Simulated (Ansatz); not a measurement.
A run for Ansatz (a quantum-chemistry and plane-wave program): U-wB97X-V/def2-TZVPP on C6H5 (SMILES [c]1ccccc1).

Ansatz 0.2 input:
```yaml
crystal:
  periodic: [false, false, false]
  atoms:
    - {symbol: C, position_ang: [-1.51600025, 0.37694694, 0.02717385]}
    - {symbol: C, position_ang: [-0.61045313, 1.41745344, 0.01525552]}
    - {symbol: C, position_ang: [0.75081043, 1.06595818, -0.00922448]}
    - {symbol: C, position_ang: [1.12987435, -0.28096170, -0.02027952]}
    - {symbol: C, position_ang: [0.16415793, -1.29349620, -0.00714908]}
    - {symbol: C, position_ang: [-1.20319944, -0.96650797, 0.01730524]}
    - {symbol: H, position_ang: [-0.91973164, 2.46618322, 0.02402838]}
    - {symbol: H, position_ang: [1.51243766, 1.85061059, -0.01963214]}
    - {symbol: H, position_ang: [2.18988905, -0.54454046, -0.03925613]}
    - {symbol: H, position_ang: [0.46962231, -2.34348549, -0.01600851]}
    - {symbol: H, position_ang: [-1.96760726, -1.74826055, 0.02768687]}
basis:
  gaussian:
    orbitals: def2-TZVPP
hamiltonian:
  xc: {name: wB97X-V}
magnetization: {spin_polarized: true, initial_magnetization: 1}
```

Output:

```
WARN ansatz: RAYON_NUM_THREADS=4 ignored (pool sized by the plan → 4); use --threads N
Functional definition: wB97X-V
integrals: 0.23 GiB planned
1375 factors; their error is unknown
integrals: 0.27 GiB planned
339 factors; integrals over basis functions are off by at most 9.3e-6 eV
mean field: 2.81 GiB planned
mean field evaluation 1: about -6297.3516 eV, gradient 2.8e1 eV
mean field evaluation 2: about -6299.7026 eV, gradient 1.9e1 eV
mean field evaluation 4: about -6301.3424 eV, gradient 1.1e0 eV
mean field evaluation 8: about -6301.3650 eV, gradient 9.1e-2 eV
mean field evaluation 16: about -6301.3525 eV, gradient 1.7e-3 eV
mean field -6301.35248679 eV, -231.5704326793 hartree, gradient 2.0e-5 eV, S^2 0.758796; 0 other end points of the search recorded, 0 dependent functions left out
reference -6301.35248510 eV, -231.5704326173 hartree; 21, 20 occupied and 235, 236 virtual orbitals, 1375 factors
Total energy: -6301.35248510 eV, -231.5704326173 hartree
```

The run converged.

Cost: around 30 core-seconds (rough).
